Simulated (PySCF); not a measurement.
Compound: ortho-cyanophenol, C7H5NO.
Cartesian coordinates in Å at the PBE0-D3(BJ)/def2-SVP level; atoms count from 1:
```
atom  x, y, z in Å
N1     3.2052   -0.7272   -0.8126
C2     2.0610   -0.6754   -0.6197
C3     0.6704   -0.5219   -0.3421
C4    -0.2728   -1.5076   -0.6756
C5    -1.6141   -1.3136   -0.3849
C6    -2.0164   -0.1285    0.2419
C7    -1.0957    0.8547    0.5775
C8     0.2608    0.6722    0.2908
O9     1.1224    1.6372    0.6278
H10    0.0703   -2.4213   -1.1636
H11   -2.3475   -2.0790   -0.6430
H12   -3.0719    0.0309    0.4734
H13   -1.4002    1.7816    1.0659
H14    2.0215    1.3880    0.3699
```

All values: CAM-B3LYP/def2-SVPD (PySCF, non-relativistic), on one gas-phase PBE0-D3(BJ)/def2-SVP geometry that isn't relaxed in the solvent. The solvent is an IEF-PCM continuum (van der Waals radii × 1.2), and excitations are vertical TDDFT with non-equilibrium linear response and a frozen core. The model holds no explicit solvent molecules, cavitation or dispersion.

```tsv
run	E − E(gas) (kJ/mol)	HOMO (eV)	HOMO–LUMO gap (eV)	dipole (D)	lowest singlet (eV)	static polarisability (au)
gas	0.00	-8.46	7.82	3.61	4.78	89.4
P	-22.20	-8.29	7.78	4.44	4.71	114.0
Q	-29.61	-8.26	7.77	4.68	4.71	123.9
```

Question: The runs were made in acetone and chloroform. Which run belongs to which solvent?

Answer: P = chloroform, Q = acetone. The dielectric constants are 4.711 (chloroform), 20.49 (acetone), and the energy falls further as ε rises. The optical constants n² used for the excitations are 2.09, 1.85 in the same order. In this model the ground state sees the solvent through ε alone.

Question: How constant is the ratio of the lowering to (ε − 1)/(2ε + 1)?

Answer: 
```json
{"solvent": "chloroform", "(ε − 1)/(2ε + 1)": "0.356", "E − E(gas) (kJ/mol)": "-22.20", "ratio (kJ/mol)": "-62.3", "polarisation term (kJ/mol)": "-24.77"}
{"solvent": "acetone", "(ε − 1)/(2ε + 1)": "0.464", "E − E(gas) (kJ/mol)": "-29.61", "ratio (kJ/mol)": "-63.8", "polarisation term (kJ/mol)": "-34.15"}
```

The ratio changes by +2.3 % in size from chloroform to acetone. The polarisation term is half the interaction of the solute with the induced surface charges.
